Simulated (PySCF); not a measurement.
# How methods differ on the interval between two levels of Br⁺

Br⁺ [Ar] 3d10 4s2 4p4 [3P2, M_J = 2] → Br⁺ [Ar] 3d10 4s1 4p5 [3P2, M_J = 2], as a difference of total energies. Calculation: PySCF 2.14, in x2c-TZVPall-2c with one added diffuse shell each of s, p, d type (7s8p5d1f, 63 functions); the two-component X2C-1e Hamiltonian. Correlated levels: [Ne] frozen. "Screened" scales the spin-orbit matrix elements by Boettger's factors to mimic the two-electron term; Breit and QED terms are absent.

| method | interval between two levels (cm⁻¹) | error (cm⁻¹) |
| --- | --- | --- |
| GHF (spin-free) | 114570 | +18136 |
| GMP2 (spin-free) | 106860 | +10428 |
| GHF (screened spin-orbit) | 114920 | +18489 |
| GMP2 (screened spin-orbit) | 107140 | +10706 |

Reference: 96433 cm⁻¹ (measured; NIST Handbook of Basic Atomic Spectroscopic Data (Sansonetti and Martin, J. Phys. Chem. Ref. Data 34, 1559 (2005))).

The spin-free rows relax to the high-spin LS determinant and lack the spin-orbit shift.

Errors of the correlated levels include the incompleteness of this basis and the frozen core.

The labels give the starting determinants; with spin-orbit coupling the two ends relaxed to ⟨J²⟩ = 6.02, ⟨L²⟩ = 2.11, ⟨S²⟩ = 1.96 and ⟨J²⟩ = 6.02, ⟨L²⟩ = 2.01, ⟨S²⟩ = 2.02.
